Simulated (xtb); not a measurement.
F₄Ti, singlet, from a rough starting geometry (GFN-xTB shapes and energies of metal compounds can be far from the true ones); xtb 6.7.1 with GFN2-xTB.

Input for xtb:
```
$ xtb mol.xyz --gfn 2 --opt vtight --json

# file mol.xyz
5

Ti    -0.08814913     0.03301718     0.01913899
F      1.08718959     0.74041026    -0.98218330
F      0.86717303    -1.08080329     1.03637218
F     -1.16931154    -0.91822235    -0.95305096
F     -0.86218166     1.13416625     0.94538653
```

The log (banner, timings and long lists left out):

```
   ID    Z sym.   atoms
    1   22 Ti     1
    2    9 F      2-5

           -------------------------------------------------
          |                Calculation Setup                |
           -------------------------------------------------

           -------------------------------------------------
          |                 G F N 2 - x T B                 |
           -------------------------------------------------

          ...................................................
          :                      SETUP                      :
          :.................................................:
          :  # basis functions                  26          :
          :  # atomic orbitals                  25          :
          :  # shells                           11          :
          :  # electrons                        32          :
          :  max. iterations                   250          :
          :  Hamiltonian                  GFN2-xTB          :
          :  restarted?                      false          :
          :  GBSA solvation                  false          :
          :  PC potential                    false          :
          :  electronic temp.          300.0000000     K    :
          :  accuracy                    1.0000000          :
          :  -> integral cutoff          0.2500000E+02      :
          :  -> integral neglect         0.1000000E-07      :
          :  -> SCF convergence          0.1000000E-05 Eh   :
          :  -> wf. convergence          0.1000000E-03 e    :
          :  Broyden damping             0.4000000          :
          :  net charge                          0          :
          :  unpaired electrons                  0          :
          ...................................................

 iter      E             dE          RMSdq      gap      omega  full diag
   1    -20.9507369 -0.209507E+02  0.628E+00    5.26       0.0  T
   2    -20.9629548 -0.122179E-01  0.396E+00    5.46       1.0  T
   3    -20.9637937 -0.838945E-03  0.757E-01    5.30       1.0  T
   4    -20.9638242 -0.304753E-04  0.153E-01    5.28       1.0  T
   5    -20.9638290 -0.486234E-05  0.465E-02    5.30       1.0  T
   6    -20.9638294 -0.398172E-06  0.883E-03    5.30       5.1  T
   7    -20.9638294 -0.440481E-08  0.393E-03    5.30      11.4  T
   8    -20.9638294 -0.341859E-08  0.500E-04    5.30      89.4  T
   9    -20.9638294 -0.148656E-09  0.161E-04    5.30     277.6  T

   *** convergence criteria satisfied after 9 iterations ***

         :::::::::::::::::::::::::::::::::::::::::::::::::::::
         ::                     SUMMARY                     ::
         :::::::::::::::::::::::::::::::::::::::::::::::::::::
         :: total energy             -20.913210230177 Eh    ::
         :: gradient norm              0.065863613448 Eh/a0 ::
         :: HOMO-LUMO gap              5.303357473719 eV    ::
         ::.................................................::
         :: SCC energy               -20.963829112388 Eh    ::
         :: -> isotropic ES            0.090735321182 Eh    ::
         :: -> anisotropic ES         -0.000500223035 Eh    ::
         :: -> anisotropic XC         -0.000288653296 Eh    ::
         :: -> dispersion             -0.001813270565 Eh    ::
         :: repulsion energy           0.050618882211 Eh    ::
         :: add. restraining           0.000000000000 Eh    ::
         :: total charge               0.000000000000 e     ::
         :::::::::::::::::::::::::::::::::::::::::::::::::::::

      -----------------------------------------------------------
     |                   =====================                   |
     |                        A N C O P T                        |
     |                   =====================                   |
     |               Approximate Normal Coordinate               |
     |                Rational Function Optimizer                |
[...]
 * total energy  :   -20.9132102 Eh     change       -0.4258638E-10 Eh
 * total energy  :   -20.9163032 Eh     change       -0.3092991E-02 Eh
 * total energy  :   -20.9185742 Eh     change       -0.2271016E-02 Eh
 * total energy  :   -20.9186212 Eh     change       -0.4697142E-04 Eh
 * total energy  :   -20.9186399 Eh     change       -0.1872565E-04 Eh
 * total energy  :   -20.9186437 Eh     change       -0.3731433E-05 Eh
 * total energy  :   -20.9186443 Eh     change       -0.6312799E-06 Eh
 * total energy  :   -20.9186443 Eh     change       -0.3907423E-07 Eh
   *** GEOMETRY OPTIMIZATION CONVERGED AFTER 8 ITERATIONS ***
         :: total energy             -20.918644335949 Eh    ::
[...]
         1        2.0000           -0.9353501             -25.4522
       ...           ...                  ...                  ...
         4        2.0000           -0.8647860             -23.5320
         5        2.0000           -0.5797149             -15.7748
         6        2.0000           -0.5605632             -15.2537
         7        2.0000           -0.5605621             -15.2537
         8        2.0000           -0.5605588             -15.2536
         9        2.0000           -0.5523228             -15.0295
        10        2.0000           -0.5523213             -15.0294
        11        2.0000           -0.5492618             -14.9462
        12        2.0000           -0.5492580             -14.9461
        13        2.0000           -0.5492550             -14.9460
        14        2.0000           -0.5448116             -14.8251
        15        2.0000           -0.5448084             -14.8250
        16        2.0000           -0.5448067             -14.8249 (HOMO)
        17                         -0.3317151              -9.0264 (LUMO)
        18                         -0.3317026              -9.0261
        19                         -0.2734433              -7.4408
        20                         -0.2734208              -7.4402
        21                         -0.2734040              -7.4397
        22                          0.2351429               6.3986
        23                          0.4255730              11.5804
        24                          0.4256561              11.5827
        25                          0.4257936              11.5864
      -------------------------------------------------------------
                  HL-Gap            0.2130916 Eh            5.7985 eV
             Fermi-level           -0.4382609 Eh          -11.9257 eV

     #   Z          covCN         q      C6AA      α(0)
     1  22 Ti       2.657     1.455   102.527    24.743
     2   9 F        0.664    -0.364    13.093     4.271
     3   9 F        0.664    -0.364    13.093     4.271
     4   9 F        0.664    -0.364    13.093     4.271
     5   9 F        0.664    -0.364    13.093     4.271

 Mol. C6AA /au·bohr⁶  :        541.223339
 Mol. C8AA /au·bohr⁸  :      26071.794420
 Mol. α(0) /au        :         41.827413

Wiberg/Mayer (AO) data.
largest (>0.10) Wiberg bond orders for each atom

 ---------------------------------------------------------------------------
     #   Z sym  total        # sym  WBO       # sym  WBO       # sym  WBO
 ---------------------------------------------------------------------------
     1  22 Ti   4.055 --     4 F    1.014     3 F    1.014     5 F    1.014
                             2 F    1.014
     2   9 F    1.109 --     1 Ti   1.014
     3   9 F    1.109 --     1 Ti   1.014
     4   9 F    1.110 --     1 Ti   1.014
     5   9 F    1.109 --     1 Ti   1.014
 ---------------------------------------------------------------------------

Topologies differ in total number of bonds
Writing topology from bond orders to xtbtopo.mol

molecular dipole:
                 x           y           z       tot (Debye)
 q only:        0.000       0.000       0.000
   full:        0.000       0.001       0.000       0.002
molecular quadrupole (traceless):
                xx          xy          yy          xz          yz          zz
 q only:       -0.001       0.001       0.001       0.001       0.001       0.000
  q+dip:       -0.002       0.001       0.001       0.001       0.001       0.000
   full:       -0.002       0.001       0.002       0.002       0.001       0.000

optimized geometry written to: xtbopt.xyz

           -------------------------------------------------
          | TOTAL ENERGY              -20.918644335949 Eh   |
          | GRADIENT NORM               0.000037812662 Eh/α |
          | HOMO-LUMO GAP               5.798518164144 eV   |
           -------------------------------------------------

normal termination of xtb
```
